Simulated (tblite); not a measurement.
Compound: C₅H₈O₄Si.
SMILES with atom numbers: `[O:1]=[CH:2][C@@H:3]1[CH2:4][CH2:5][SiH2:6][O:7][C:8](=[O:9])[O:10]1` (hydrogens: H11 on C2; H12 on C3; H13, H14 on C4; H15, H16 on C5; H17, H18 on Si6)

Cartesian coordinates in Å at the GFN2-xTB level; atoms count from 1:
```
atom  x, y, z in Å
O1    -1.9011    1.1472    1.2827
C2    -1.8286    0.2160    0.5406
C3    -1.0971    0.2004   -0.7859
C4    -0.2018   -1.0426   -0.9546
C5     0.6009   -1.4184    0.2942
Si6    1.7167    0.0080    0.9008
O7     0.8604    1.3950    0.7681
C8     0.3500    2.0914   -0.2388
O9     0.6210    3.2314   -0.4374
O10   -0.4683    1.4422   -1.0777
H11   -2.3398   -0.7461    0.7441
H12   -1.8838    0.1533   -1.5550
H13    0.4734   -0.8516   -1.7914
H14   -0.8488   -1.8771   -1.2365
H15   -0.0921   -1.7048    1.0878
H16    1.1863   -2.3092    0.0673
H17    2.9001    0.1016    0.0466
H18    1.9437   -0.0304    2.3334
```

Method: GFN2-xTB as coded in tblite; computed harmonic values from a numerical Hessian at the method's own geometry, unscaled. The method is semi-empirical: single wavenumbers can be off by several per cent or more. Modes of hydrogen on silicon can be 10 to 20 % off. One conformer, not necessarily the lowest.

Harmonic wavenumbers (cm⁻¹): 47.0, 76.2, 97.4, 138.3, 186.0, 223.8, 257.0, 319.8, 325.3, 461.4, 492.2, 542.7, 585.6, 611.4, 653.9, 691.9, 721.9, 729.1, 732.5, 742.6, 804.5, 848.3, 903.2, 938.2, 989.0, 1011.1, 1095.5, 1110.6, 1136.5, 1142.9, 1209.0, 1221.0, 1294.3, 1305.9, 1334.1, 1354.9, 1472.4, 1481.1, 1803.3, 1817.9, 2271.5, 2376.8, 2755.5, 2877.0, 2963.0, 2975.3, 2989.3, 3006.2.

A = 1414, B = 1277, C = 945.3 MHz; mass 160.019 u (most abundant isotopes); point group C1, symmetry number 1.

Zero-point energy?

½Σν̃ = 27562 cm⁻¹ = 78.80 kcal/mol.

What is S at 298.15 K and 1 bar for an ideal gas of classical rigid rotors and harmonic oscillators?

Translation 41.15, rotation 29.62, vibration 29.66: S = 100.4 cal/(mol K).

And Cp and H(298.15 K) − H(0)?

Cp = 40.24 cal/(mol K), of which vibrations give 32.29 (their classical limit is 48 R = 95.4); H(298.15 K) − H(0) = 7.10 kcal/mol without the zero-point energy, 4.73 from vibrations.

How do the functions run with temperature in this model?

```
T (K)  S (cal/(mol K))  Cp (cal/(mol K))  H − H(0) (kcal/mol)  G − H(0) (kcal/mol)  ln q(vib)
  150             79.1              23.8                 2.37                -9.50       3.01
  250             93.8              34.9                 5.29               -18.16       5.65
  400            113.7              50.5                11.74               -33.75       9.68
  600            137.2              65.4                23.43               -58.91      15.00
  900            166.5              78.8                45.25              -104.63      22.47
```

q(vib) and H(0) count from the zero-point level.

What must be added to the electronic energy to get the Gibbs energy at 298.15 K and 1 bar?

ZPE + [H(298.15 K) − H(0)] − T·S = 78.80 + 7.10 − 29.94 = 55.96 kcal/mol.

Which modes carry the vibrational entropy at 298.15 K?

47.0 cm⁻¹: 4.94; 76.2 cm⁻¹: 3.99; 97.4 cm⁻¹: 3.51; 138.3 cm⁻¹: 2.83; 186.0 cm⁻¹: 2.27; 223.8 cm⁻¹: 1.93 cal/(mol K); the other 42 give 10.21 together.

Blend soft modes into free rotors: weight 1/[1 + (100 cm⁻¹/ν̃)⁴] for the oscillator and the rest for a rotor with moment μB/(μ + B), μ = h/(8π²ν), B = 10⁻⁴⁴ kg m². What vibrational entropy results?

27.37 cal/(mol K) in place of 29.66, which changes −T·S at 298.15 K by +0.68 kcal/mol.

Hindered rotation and anharmonicity are outside this model. Other conformers, if any are populated, would add a mixing term that is left out. The structure is chiral; the term R ln 2 for an equal mix with its mirror image is left out.
